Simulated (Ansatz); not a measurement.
Single points on NbTe₂⁺.

```yaml
crystal:
  periodic: [false, false, false]
  atoms:
    - {symbol: Nb, position_ang: [0.190062, -0.548147, -0.797599]}
    - {symbol: Te, position_ang: [-1.841543, 0.761617, -0.352447]}
    - {symbol: Te, position_ang: [1.651470, -0.213470, 1.150046]}
basis:
  gaussian: {orbitals: def2-SVP, initial_orbitals: start.molden}
total_charge: 1
hamiltonian: {xc: pbe0, dispersion: d4}
scf: {omitted_lower_state_checks: [starts]}
output: {orbitals: {seedname: orbitals}}
```

The file start.molden holds the orbitals of an earlier run on this structure, at another level or in another basis.

```sh
$ ansatz run in.yaml --threads 4 --pin off --events-out ev --progress --plain --max-ram 3916MiB
```

It prints (some lines left out):

```
Functional definition: PBE0
993 factors; integrals over basis functions are off by at most 2.1e-4 eV
mean field evaluation 1: about -16129.5315 eV, gradient 2.8e1 eV
mean field evaluation 2: about -16129.6321 eV, gradient 1.5e-1 eV
mean field evaluation 4: about -16129.7146 eV, gradient 8.9e-4 eV
mean field evaluation 8: about -16129.7146 eV, gradient 1.8e-5 eV
mean field -16129.71460688 eV, -592.7560786895 hartree, gradient 1.8e-5 eV, S^2 0.000000; 0 other end points of the search recorded, 0 dependent functions left out
reference -16129.71463811 eV, -592.7560798372 hartree; 30, 30 occupied and 53, 53 virtual orbitals, 993 factors
Total energy: -16129.84342978 eV, -592.7608128437 hartree
Checks for a lower state left out: starts
```

It took 1.4 s on 4 threads of Arm Neoverse V2 on a shared host.

First input, but with `gaussian: {orbitals: def2-TZVP, initial_orbitals: start.molden}`, `hamiltonian: {xc: {text: "exchange = 0.65*pbe_x + 0.35*exact_x\ncorrelation = pbe_c"}}` (abridged; 1.9 s):

```
Functional definition: unnamed
mean field -16130.48882559 eV, -592.7845307025 hartree, gradient 2.6e-5 eV, S^2 0.000000
Total energy: -16130.48884969 eV, -592.7845315881 hartree
Checks for a lower state left out: starts
```

First input, but with `gaussian: {orbitals: def2-TZVPP, initial_orbitals: start.molden}`, `correlation: {method: ccsd_t}` and without the key `hamiltonian` (abridged; 63 s):

```
Functional definition: HF
mean field evaluation 16: about -16047.7671 eV, gradient 3.4e1 eV
mean field evaluation 32: about -16055.8337 eV, gradient 1.7e0 eV
mean field evaluation 64: about -16055.8262 eV, gradient 6.3e-2 eV
mean field evaluation 96: about -16056.1035 eV, gradient 6.3e-3 eV
mean field evaluation 128: about -16055.4343 eV, gradient 1.7e0 eV
mean field -16057.81758825 eV, -590.1139119884 hartree, gradient 2.5e-6 eV, S^2 0.000000; 2 other end points of the search recorded, 0 dependent functions left out; unrestricted orbitals would lower it
mean field evaluation 160: about -16057.8176 eV, gradient 2.7e-3 eV
mean field evaluation 192: about -16059.3838 eV, gradient 1.2e0 eV
determinant -16057.81758825 eV, -590.1139119884 hartree, with singles and doubles -16092.88931958 eV, -591.4027743422 hartree
determinant -16056.10350328 eV, -590.0509205276 hartree, with singles and doubles -16090.17164038 eV, -591.3029014741 hartree
determinant -16055.82637848 eV, -590.0407363791 hartree, with singles and doubles -16089.74970674 eV, -591.2873956986 hartree
unrestricted determinant -16059.60041969 eV, -590.1794298354 hartree, S^2 2.1113
8 core orbitals not correlated: weight in the atoms' cores, before any rotation towards them, 1.000 or more for the frozen orbitals, at most 0.000 for the correlated occupied ones
[...]
cycle   4  -35.07959126 eV  change   -8.8e-3 eV  update   2.7e-3
cycle   5  -35.08568458 eV  change   -6.1e-3 eV  update   1.3e-3
cycle   6  -35.08439565 eV  change    1.3e-3 eV  update   6.5e-4
cycle   7  -35.08315749 eV  change    1.2e-3 eV  update   5.3e-4
cycle   8  -35.08397024 eV  change   -8.1e-4 eV  update   3.3e-4
cycle   9  -35.08396910 eV  change    1.1e-6 eV  update   1.3e-4
cycle  10  -35.08387054 eV  change    9.9e-5 eV  update   6.1e-5
cycle  11  -35.08390507 eV  change   -3.5e-5 eV  update   4.7e-5
cycle  12  -35.08390297 eV  change    2.1e-6 eV  update   2.4e-5
perturbative correction -1.89282076 eV, -0.0695598799 hartree
WARN: the results are in doubt because among natural orbitals full CI differs from the method by -0.092 eV
Total energy: -16094.79431197 eV, -591.4727815216 hartree
In doubt: among natural orbitals full CI differs from the method by -0.092 eV
Checks for a lower state left out: starts
```

The first input with `gaussian: {orbitals: def2-TZVP, initial_orbitals: start.molden}` (abridged; 1.9 s):

```
Functional definition: PBE0
mean field -16130.68237528 eV, -592.7916435222 hartree, gradient 1.7e-5 eV, S^2 0.000000
Total energy: -16130.81119485 eV, -592.7963775544 hartree
Checks for a lower state left out: starts
```

Geometry: r2SCAN-D4/def2-TZVP.

In the def2 sets Nb, Te take a core potential; there is no spin–orbit coupling. Correlated methods freeze 8 core orbitals; core or outer-core shells of Nb, Te are correlated, in sets that lack core-valence functions. At CCSD(T)/def2-TZVPP the program marks the result for the charge 1 singlet as doubtful (large difference). At CCSD(T)/def2-TZVPP the restricted singlet (for correlated methods, its reference) is unstable: a solution with broken spin symmetry lies lower. At PBE0-D4/def2-TZVP a triplet of charge 1 lies 0.14 eV below the restricted singlet, each at its own geometry. The structure comes from a short search, and lower isomers may exist.
